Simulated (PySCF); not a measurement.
triplet methylene (CH$_{2}$), triplet, geometry from GFN2-xTB. Base run: DF-BLYP/cc-pVDZ run with PySCF.

Here is a job for PySCF.
```python
from pyscf import gto, scf, dft

mol = gto.Mole()
mol.atom = '''
    C     0.003869    0.000665    0.101501
    H     0.000461    0.979088   -0.311393
    H    -0.023676   -0.983080   -0.297611
'''
mol.basis = 'cc-pvdz'
mol.charge = 0
mol.spin = 2
mol.verbose = 4
mol.build()

mf = dft.UKS(mol)
mf.xc = 'blyp'
mf = mf.density_fit(auxbasis='def2-universal-jkfit')
mf.kernel()
mf.analyze()
```

Variants of this job, named by their change:

```csv
change,basis functions,E (Eh),HOMO (eV),dipole (D)
base,24,-39.12431,-5.17,0.57
basis = 6-31G,13,-39.11595,-4.97,0.66
basis = 3-21G,13,-38.90728,-4.91,0.66
basis = 6-31G*,18,-39.12093,-4.96,0.62
basis = pcseg-1,24,-39.11937,-5.36,0.63
basis = 6-311G**,30,-39.13796,-5.28,0.64
basis = def2-SVPD,36,-39.09759,-5.43,0.58
"basis = 6-311+G(2d,p)",39,-39.14076,-5.49,0.66
basis = aug-cc-pVDZ,41,-39.13011,-5.48,0.59
basis = def2-TZVP,43,-39.14313,-5.45,0.65
basis = cc-pVTZ,58,-39.14264,-5.38,0.61
basis = def2-QZVPP,117,-39.14737,-5.48,0.61
basis = def2-QZVP,117,-39.14737,-5.48,0.61
```

Totals compare only among sets that treat the same electrons; sets with core potentials leave the core out.

Open shells are given as the SCF converged; they aren't shown to be the lowest states, and a large step between rows can be another state.
